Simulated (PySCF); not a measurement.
PySCF input for SnClI, SMILES [Sn]([Cl])[I] (connectivity only; charge and spin as stated), neutral, multiplicity 1, TDDFT-CAM-B3LYP/def2-SVPD. Geometry: B3LYP-D3(BJ)/def2-SVP. The def2 effective core potentials stand for the cores of I, Sn; spin–orbit coupling is left out.

```python
import numpy as np
from pyscf import gto, scf, dft, tdscf

mol = gto.M(
    atom='''
    Sn    0.69314547   -0.99400047    0.00000000
    Cl   -1.41031076   -2.16391414    0.00000000
    I    -0.20154700    1.63182196    0.00000000
    ''',
    basis='def2-SVPD',
    ecp={'I': 'def2-svp', 'Sn': 'def2-svp'},
    charge=0,
    spin=0,
    symmetry=True,
    max_memory=1600,
    verbose=4,
)
mf = dft.RKS(mol, xc='cam-b3lyp').density_fit(auxbasis='def2-universal-jkfit')
mf.grids.level = 3
mf.conv_tol = 1e-9
mf.max_cycle = 100
mf.kernel()
mf.grids = dft.Grids(mol).set(level=1).build(with_non0tab=True)  # coarser grid for the response kernel
td = tdscf.TDDFT(mf)
td.singlet = True
td.nstates = 10
td.conv_tol = 1e-4
td.kernel(x0=td.get_init_guess(mf, 15))
td.analyze()
tt = tdscf.TDA(mf)
tt.singlet = False
tt.nstates = 4
tt.conv_tol = 1e-4
tt.kernel(x0=tt.get_init_guess(mf, 9))
tt.analyze(verbose=3)
```

Program output:

```
PySCF version 2.14.0

[INPUT] verbose = 4
[INPUT] num. atoms = 3
[INPUT] num. electrons = 64
[INPUT] charge = 0
[INPUT] spin (= nelec alpha-beta = 2S) = 0
[INPUT] symmetry True subgroup None
[INPUT] Mole.unit = angstrom
[INPUT] Symbol           X                Y                Z      unit          X                Y                Z       unit  Magmom
[INPUT]  1 Sn     0.693145470000  -0.994000470000   0.000000000000 AA    1.309855102783  -1.878388655989   0.000000000000 Bohr   0.0
[INPUT]  2 Cl    -1.410310760000  -2.163914140000   0.000000000000 AA   -2.665101086927  -4.089205081674   0.000000000000 Bohr   0.0
[INPUT]  3 I     -0.201547000000   1.631821960000   0.000000000000 AA   -0.380868631228   3.083696588451   0.000000000000 Bohr   0.0

nuclear repulsion = 243.601244726971
point group symmetry = Cs
symmetry origin: [-6.6140414e-09  0.0000000e+00  0.0000000e+00]
symmetry axis x: [ 1.00000000e+00 -3.94235667e-10  0.00000000e+00]
symmetry axis y: [3.94235667e-10 1.00000000e+00 0.00000000e+00]
symmetry axis z: [0. 0. 1.]
num. orbitals of irrep A' = 65
num. orbitals of irrep A" = 29
number of shells = 36
number of NR pGTOs = 182
number of NR cGTOs = 94
basis = def2-SVPD
ecp = {'I': 'def2-svp', 'Sn': 'def2-svp'}


[settings echo left out]
init E= -917.307911659296
HOMO (A') = -1.07955104428577  LUMO (A') = -0.944585178035474  gap/eV = 3.67261
cycle= 1 E= -965.770926255013  delta_E= -48.5  |g|=  4.6  |ddm|= 12.3
HOMO (A') = -0.0485626338953836  LUMO (A') = -0.00203893382929185  gap/eV = 1.26597
cycle= 2 E= -870.927753892514  delta_E= 94.8  |g|= 14.3  |ddm|=  107
HOMO (A') = -0.108093197404027  LUMO (A") = -0.0757733964715577  gap/eV = 0.87947
cycle= 3 E= -970.222793642622  delta_E= -99.3  |g|= 2.42  |ddm|=  107
HOMO (A') = -0.169653096848332  LUMO (A') = -0.0606855343085956  gap/eV = 2.96516
cycle= 4 E= -971.552309332428  delta_E= -1.33  |g|= 1.29  |ddm|= 4.58
HOMO (A") = -0.286154797797176  LUMO (A") = -0.123788851396245  gap/eV = 4.41820
cycle= 5 E= -972.154825156291  delta_E= -0.603  |g|= 0.198  |ddm|= 2.54
HOMO (A') = -0.31905154687128  LUMO (A") = -0.0911603957141205  gap/eV = 6.20123
cycle= 6 E= -972.168222758143  delta_E= -0.0134  |g|= 0.0855  |ddm|= 0.382
HOMO (A') = -0.320607605134643  LUMO (A") = -0.0941655251960949  gap/eV = 6.16180
cycle= 7 E= -972.170702126224  delta_E= -0.00248  |g|= 0.0172  |ddm|= 0.135
HOMO (A') = -0.320874849070877  LUMO (A") = -0.0917899692393469  gap/eV = 6.23372
cycle= 8 E= -972.170909736989  delta_E= -0.000208  |g|= 0.00489  |ddm|= 0.0428
HOMO (A') = -0.319833494260132  LUMO (A") = -0.0915648460251868  gap/eV = 6.21151
cycle= 9 E= -972.170931677709  delta_E= -2.19e-05  |g|= 0.00191  |ddm|= 0.0166
HOMO (A') = -0.319836668864281  LUMO (A") = -0.0918663972463101  gap/eV = 6.20339
cycle= 10 E= -972.170935649922  delta_E= -3.97e-06  |g|= 0.000559  |ddm|= 0.00677
HOMO (A') = -0.319843402674748  LUMO (A") = -0.0918355644198643  gap/eV = 6.20441
cycle= 11 E= -972.170936165691  delta_E= -5.16e-07  |g|= 0.000219  |ddm|= 0.00276
HOMO (A') = -0.319843884291181  LUMO (A") = -0.0918299832046463  gap/eV = 6.20457
cycle= 12 E= -972.170936210722  delta_E= -4.5e-08  |g|= 5.76e-05  |ddm|= 0.000728
HOMO (A') = -0.319836805958083  LUMO (A") = -0.0918222664229935  gap/eV = 6.20459
cycle= 13 E= -972.170936214113  delta_E= -3.39e-09  |g|= 1.29e-05  |ddm|= 0.000227
HOMO (A') = -0.31983813078318  LUMO (A") = -0.0918230034714318  gap/eV = 6.20461
cycle= 14 E= -972.170936214258  delta_E= -1.46e-10  |g|= 4.03e-06  |ddm|= 3.8e-05
HOMO (A') = -0.319837652398613  LUMO (A") = -0.091823289265573  gap/eV = 6.20459
Extra cycle  E= -972.170936214274  delta_E= -1.55e-11  |g|= 2.18e-06  |ddm|= 1.4e-05
converged SCF energy = -972.170936214274
tot grids = 22368


******** <class 'pyscf.tdscf.rks.TDDFT'> for <class 'pyscf.df.df_jk.DFSymAdaptedRKS'> ********
nstates = 10 singlet
deg_eia_thresh = 1.000e-03
wfnsym = None
conv_tol = 0.0001
eigh lindep = 1e-12
eigh level_shift = 0
eigh max_cycle = 100


Excitation energies (eV)
[3.17044378 3.41095885 3.82855747 4.89501198 4.94289712 5.1532903
 5.15331269 5.34307088 5.49377137 5.75567693]

** Singlet excitation energies and oscillator strengths **
Excited State   1:   A"      3.17044 eV    391.06 nm  f=0.0076
      31 -> 33        0.16112
      32 -> 33       -0.68722
Excited State   2:   A"      3.41096 eV    363.49 nm  f=0.0033
      31 -> 33       -0.68667
      32 -> 33       -0.15911
Excited State   3:   A'      3.82856 eV    323.84 nm  f=0.0235
      30 -> 33       -0.68159
      31 -> 34        0.13609
Excited State   4:   A"      4.89501 eV    253.29 nm  f=0.0054
      28 -> 33        0.70265
Excited State   5:   A'      4.94290 eV    250.83 nm  f=0.0194
      29 -> 33       -0.17606
      31 -> 34       -0.25324
      32 -> 34       -0.62479
Excited State   6:   A"      5.15329 eV    240.59 nm  f=0.0021
      27 -> 33        0.11045
      30 -> 34       -0.68707
Excited State   7:   A'      5.15331 eV    240.59 nm  f=0.0072
      29 -> 33        0.58611
      31 -> 34       -0.23144
      31 -> 35       -0.10415
      32 -> 35        0.26425
Excited State   8:   A"      5.34307 eV    232.05 nm  f=0.0054
      27 -> 33       -0.69220
      30 -> 34       -0.11042
Excited State   9:   A'      5.49377 eV    225.68 nm  f=0.0886
      29 -> 33       -0.30019
      31 -> 34       -0.33471
      32 -> 34        0.21268
      32 -> 35        0.47790
Excited State  10:   A'      5.75568 eV    215.41 nm  f=0.0644
      31 -> 34        0.11061
      31 -> 35       -0.67275

** Transition electric dipole moments (AU) **
state          X           Y           Z        Dip. S.      Osc.
  1         0.0000     -0.0000      0.3126      0.0977      0.0076
  2        -0.0000     -0.0000     -0.1984      0.0393      0.0033
  3        -0.0278      0.5002      0.0000      0.2510      0.0235
  4        -0.0000     -0.0000     -0.2131      0.0454      0.0054
  5         0.3033     -0.2614      0.0000      0.1603      0.0194
  6        -0.0000      0.0000      0.1287      0.0166      0.0021
  7         0.0940      0.2193      0.0000      0.0569      0.0072
  8         0.0000     -0.0000      0.2032      0.0413      0.0054
  9        -0.7208      0.3723      0.0000      0.6582      0.0886
 10        -0.4014     -0.5440      0.0000      0.4570      0.0644

WARN: ECP detected. Skipping calculation of transition velocity and magnetic dipole moments, which have not yet been implemented.



******** <class 'pyscf.tdscf.rks.TDA'> for <class 'pyscf.df.df_jk.DFSymAdaptedRKS'> ********
nstates = 4 triplet
deg_eia_thresh = 1.000e-03
wfnsym = None
conv_tol = 0.0001
eigh lindep = 1e-12
eigh level_shift = 0
eigh max_cycle = 100


Excitation energies (eV)
[2.47890262 3.25964374 3.26272774 4.30186353]

** Triplet excitation energies and oscillator strengths **
Excited State   1:   A"      2.47890 eV    500.16 nm  f=0.0000
Excited State   2:   A"      3.25964 eV    380.36 nm  f=0.0000
Excited State   3:   A'      3.26273 eV    380.00 nm  f=0.0000
Excited State   4:   A'      4.30186 eV    288.21 nm  f=0.0000
```

The run converged.
